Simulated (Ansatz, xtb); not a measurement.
Two structures of CH6GaN

We compare X, a singlet given by its coordinates, with Y, `C[NH][GaH2]`, a singlet. Both are isolated molecules in the gas phase, relaxed with B3LYP-D3(BJ)/def2-SVP; the shapes shown needn't be the lowest conformers.

X (Å):

```csv
atom,x (Å),y (Å),z (Å)
C,-0.5617,-1.4921,-0.1511
Ga,0.1988,-1.3014,-1.9763
N,-0.9633,-0.0994,-0.5653
H,0.0871,-1.4794,0.7332
H,-1.4373,-2.1281,0.0277
H,-1.9683,0.0447,-0.6408
H,-0.5612,0.6420,0.0049
H,1.6195,-0.6468,-2.1025
H,-0.7346,-1.6517,-3.1884
```

Close contacts (Å): C1–Ga2 1.99, C1–N3 1.51, Ga2–N3 2.19, C1–H4 1.10, C1–H5 1.10, Ga2–H8 1.57, Ga2–H9 1.57, N3–H6 1.02, N3–H7 1.02.

Y (Å):

```json
{"atom": "C", "x (Å)": "-0.8221", "y (Å)": "-1.4103", "z (Å)": "-0.4927"}
{"atom": "Ga", "x (Å)": "0.7423", "y (Å)": "1.0934", "z (Å)": "-0.5124"}
{"atom": "N", "x (Å)": "-0.5569", "y (Å)": "-0.0770", "z (Å)": "0.0091"}
{"atom": "H", "x (Å)": "-1.1991", "y (Å)": "0.2042", "z (Å)": "0.7453"}
{"atom": "H", "x (Å)": "-1.8345", "y (Å)": "-1.5072", "z (Å)": "-0.9303"}
{"atom": "H", "x (Å)": "-0.1014", "y (Å)": "-1.6653", "z (Å)": "-1.2857"}
{"atom": "H", "x (Å)": "0.7693", "y (Å)": "2.4710", "z (Å)": "0.2295"}
{"atom": "H", "x (Å)": "1.6976", "y (Å)": "0.5984", "z (Å)": "-1.6498"}
{"atom": "H", "x (Å)": "-0.7307", "y (Å)": "-2.1866", "z (Å)": "0.2914"}
```

Quicker runs give these differences E(Y) − E(X): GFN2-xTB −0.919 eV; HF/STO-3G −0.650 eV (at GFN2-xTB geometries); r2SCAN-D4/def2-SVP −0.720 eV (at GFN2-xTB geometries).

**Question.** Estimate E(Y) − E(X) at the level CCSD(T)/def2-TZVP.

**Answer.** Calculated at CCSD(T)/def2-TZVP: E(Y) − E(X) = −0.695 eV, so structure Y lies lower.

Level by level:

```
                level               geometry  E(Y) − E(X) (eV)  departure from the last row (eV)  job, with rough time for the two
             GFN2-xTB               GFN2-xTB              −0.919                            −0.225              optimisation, 0.27 s
            HF/STO-3G               GFN2-xTB              −0.650                            +0.044               single point, 0.5 s
   r2SCAN-D4/def2-SVP               GFN2-xTB              −0.720                            −0.026               single point, 2.5 s
B3LYP-D3(BJ)/def2-SVP  B3LYP-D3(BJ)/def2-SVP              −0.734                            −0.040                optimisation, 31 s
         HF/def2-TZVP  B3LYP-D3(BJ)/def2-SVP              −0.832                            −0.137           part of the CCSD(T) run
        MP2/def2-TZVP  B3LYP-D3(BJ)/def2-SVP              −0.705                            −0.011           part of the CCSD(T) run
    CCSD(T)/def2-TZVP  B3LYP-D3(BJ)/def2-SVP              −0.695                                                  single point, 50 s
```

None of the levels shown reverses the order. The largest departure from CCSD(T)/def2-TZVP is that of GFN2-xTB, 0.225 eV.

With harmonic frequencies from B3LYP-D3(BJ)/def2-SVP (ideal gas, rigid rotor, one conformer each, 298.15 K, 1 atm): on the last row, ΔE + ΔZPE = −0.689, ΔH = −0.686, ΔG = −0.695 eV.

The correlated steps freeze 11 core orbitals; the filled d shell of Ga is correlated, in a basis made for valence electrons. Run with Ansatz 0.2.0, xtb 6.7.1; the last row on 2 threads of Intel(R) Xeon(R) Processor @ 2.70GHz on a shared host.
